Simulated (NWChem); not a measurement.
System: PbCl cation, singlet; SMILES [Cl][Pb+]

NWChem input:

```
start job
memory heap 200 mb stack 700 mb global 900 mb
charge 1
geometry units angstroms noautosym nocenter noautoz
  Pb     0.000000     0.000000    -0.414959
  Cl     0.000000     0.000000     1.974264
end
basis spherical
  * library def2-svpd
end
ecp
  Pb library def2-ecp
end
dft
  xc b3lyp
  iterations 150
end
tddft
  cis
  nroots 6
  notriplet
end
task tddft energy
```

Low-valent species are run as closed-shell singlets; no triplet was tried in these runs. Coordinates come from a PBE0/def2-SVP optimisation. B3LYP is NWChem's, with the RPA form of VWN correlation. def2 effective core potentials on Pb; no spin-orbit coupling.

Vertical excitations in the gas phase.

Q: Predict the main results of this run. (B3LYP/def2-SVPD with def2 effective core potentials on Pb, TDA.) Quantities: lowest excitation, singlet (eV); oscillator strength of that lowest state; orbital gap (eV).

A: 
- lowest excitation, singlet (eV) = 3.96
- oscillator strength of that lowest state = 0.000
- orbital gap (eV) = 5.13
